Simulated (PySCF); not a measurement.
H4O4Re, SMILES [OH][Re]([OH])([OH])[OH] (connectivity only; charge and spin as stated), neutral, multiplicity 4.

Geometry optimised at PBE-D3(BJ)/def2-SVP. The multiplicity is an assumed one; other spin states were not compared. The def2 effective core potentials stand for the cores of Re; spin–orbit coupling is left out. One conformer was computed; it need not be the lowest.

These are PySCF with PBE/def2-TZVP values and carry that method's errors.

* **total energy**: -381.54025 hartree
* **α spin, highest occupied and lowest empty level**: -4.57 and -3.16 eV
* **β spin, highest occupied and lowest empty level**: -7.37 and -3.76 eV
* **dipole moment**: 1.72 D
* **quadrupole, principal values (traceless, Buckingham form, about the centre of nuclear charge)**: -4.12, -0.50, 4.62 D·Å
* **mean static polarisability**: 61.2 bohr³ (9.06 Å³)
* **polarisability, principal values**: 47.0, 62.5, 74.0 bohr³
* **⟨S²⟩**: 3.762 (pure state 3.75)
